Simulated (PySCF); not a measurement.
C5H7F. Atoms are numbered in the order given.

```xyz
13

C      0.9539     2.0791     0.0000
C      0.8700     0.7388     0.0000
C     -0.3757    -0.0297     0.0000
C     -1.7018     0.6816     0.0000
C     -0.3462    -1.3734     0.0000
F      0.7990    -2.0712     0.0000
H      0.0689     2.7207     0.0000
H      1.9243     2.5810     0.0000
H      1.7900     0.1474     0.0000
H     -2.5425    -0.0273     0.0000
H     -1.8020     1.3294     0.8866
H     -1.8020     1.3294    -0.8866
H     -1.2290    -2.0188     0.0000
```
Charge 0, spin multiplicity 1.

Geometry optimised at B3LYP-D3(BJ)/def2-SVP. Other conformers were not sampled.

The numbers are results of KT2/pcSseg-1 (PySCF), not measurements.

GIAO shieldings, no solvent; atoms listed in one row are averaged. δ = σ(ref) − σ: ¹³C against TMS (σ = 185.1 ppm); ¹⁹F against CFCl3 (σ = 127.1 ppm); ¹H against TMS (σ = 31.47 ppm), references at their B3LYP-D3(BJ)/def2-TZVP geometries, non-relativistic.

```tsv
nucleus	atoms	count	δ (ppm)
¹³C	C5	1	149.5
¹³C	C2	1	129.7
¹³C	C3	1	117.8
¹³C	C1	1	111.1
¹³C	C4	1	15.0
¹⁹F	F6	1	-148.9
¹H	H9	1	7.19
¹H	H13	1	6.92
¹H	H8	1	5.47
¹H	H7	1	5.34
¹H	H10, H11, H12	3	1.91
```
